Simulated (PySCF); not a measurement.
# Computed records: CH6BGe

Calculation on a computer-drawn molecule: the log of a Hartree-Fock and frozen-core CCSD(T) single point meant for a local Hartree-Fock minimum, with one planted fault or none, to be diagnosed. Offsets are logged minus clean, where the clean run is the same molecule without the fault. The reference is restricted for singlets and unrestricted otherwise, and also for a bond in bohr or an excited solution. Adding or removing an electron swaps singlet and doublet. The excited solution moves the top pair (singlet) or top alpha electron (doublet) to the lowest empty orbital. Highest occupied and lowest empty are orbital energies over both spins, largest force is the largest gradient component, triples share is (T) over the correlation energy, the T1 limit is 0.02 restricted and 0.045 unrestricted, electrons count all cores, a negative frequency is imaginary (commonest isotopes), and the dipole is about the centre of nuclear charge; on germanium a core potential holds 10 electrons, which the energies leave out, and 3d is frozen in MP2 and coupled-cluster steps. Program: PySCF 2.14.0.

```yaml
- formula: CH6BGe
  logged_structure:
    atoms_angstrom:
      - [B, 0.3325, 0.4785, -0.733]
      - [Ge, 0.9674, -0.9814, 0.4585]
      - [C, 0.6554, -2.9014, 0.2045]
      - [H, -0.3109, 0.2099, -1.7073]
      - [H, 0.596, 1.6155, -0.4665]
      - [H, 1.7977, -0.7227, 1.719]
      - [H, 0.1314, -3.3163, 1.0677]
      - [H, 1.6061, -3.4271, 0.0963]
      - [H, 0.0541, -3.0687, -0.6897]
  given:
    meant_charge: 0
    meant_multiplicity: 2
    meant_basis: cc-pVDZ
    meant_basis_and_core_potential_on_germanium: "cc-pVDZ-PP ECP10MDF"
    logged_electrons: 49
    logged_basis_functions: 81
    logged_SCF_converged: "yes"
    logged_spin_squared: 0.7677
    "logged_highest_occupied [eV]": -3.4742
    "logged_lowest_empty [eV]": -1.8803
    "logged_largest_force [hartree/bohr]": 0.051375
    "logged_dipole_magnitude [debye]": 3.5313
    logged_SCF_stable_within_its_kind: "no"
    "logged_energy_HF [hartree]": -359.22306
    possible_faults: "no fault, one electron removed, one electron added, multiplicity raised by two, geometry at a saddle point, SCF held on an excited solution, minimal basis STO-3G, one bond length entered in bohr, all coordinates scaled"
    drawn_bonds_atom: [1, 2, 1, 1, 2, 3, 3, 3]
    drawn_bonds_other_atom: [2, 3, 4, 5, 6, 7, 8, 9]
    drawn_bonds_order: [1, 1, 1, 1, 1, 1, 1, 1]
  results: {}
  notes: ["coupled-cluster numbers left out as unreliable"]
```

Q: Which fault was planted in the run of CH6BGe?
A: SCF held on an excited solution

Further results for CH6BGe:

```
HF energy offset from clean run : 95.4 kcal/mol
```
